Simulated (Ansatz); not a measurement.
CH₂GaN from Hartree–Fock to CCSD(T)

| atom | x (Å) | y (Å) | z (Å) |
| --- | --- | --- | --- |
| C1 | -0.684 | 0.536 | -0.813 |
| N2 | -1.098 | -0.479 | -0.455 |
| Ga3 | 1.355 | -0.038 | 0.963 |
| H4 | -0.396 | 1.485 | -1.216 |
| H5 | 0.823 | -1.504 | 1.520 |

The species carries charge 0 and has multiplicity 1. Correlated methods include outer-core shells of Ga, which these sets cover unevenly. Scalar relativity is left out up to krypton. The bonds changed during the relaxation, so this is another structure than the one it started from. All single points use the PBE0-D4/def2-TZVP geometry. Frozen core, restricted reference, Ansatz 0.2.0.

| basis | HF (Eh) | MP2 corr. |
| --- | --- | --- |
| def2-SVP | -2016.34362 | -0.48730 |
| def2-TZVPP | -2016.70529 | -0.55742 |
| def2-QZVPP | -2016.74939 | -0.82859 |

(1) Estimate the CCSD correlation energy and the (T) correction in each basis where they were run (hartree).

Results:

(1) 
| basis | CCSD corr. | (T) |
| --- | --- | --- |
| def2-SVP | -0.49901 | -0.01947 |
| def2-TZVPP | -0.56770 | -0.02732 |
